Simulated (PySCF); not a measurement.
[Zr(F)2(Br)2] (charge 0, multiplicity 1)

These are PySCF with PBE-D3(BJ)/def2-TZVP // r2SCAN-D4/def2-SVP values and carry that method's errors.

```yaml
HOMO: -7.78 eV
dipole_moment: 0.12 D
HOMO–LUMO gap: 4.57 eV
LUMO: -3.21 eV
charge on the central atom (Mulliken): 1.41 e
total_energy: -5394.5402 Ha
cost: about 90 core-seconds (a rough figure)
```

Bonds (Å): Zr1–F2 1.889, Zr1–F3 1.889, Zr1–Br4 2.492, Zr1–Br5 2.492. Angles (°): F2–Zr1–F3 108.3, F2–Zr1–Br4 109.5, F2–Zr1–Br5 109.5, F3–Zr1–Br4 109.5, F3–Zr1–Br5 109.5, Br4–Zr1–Br5 110.6.
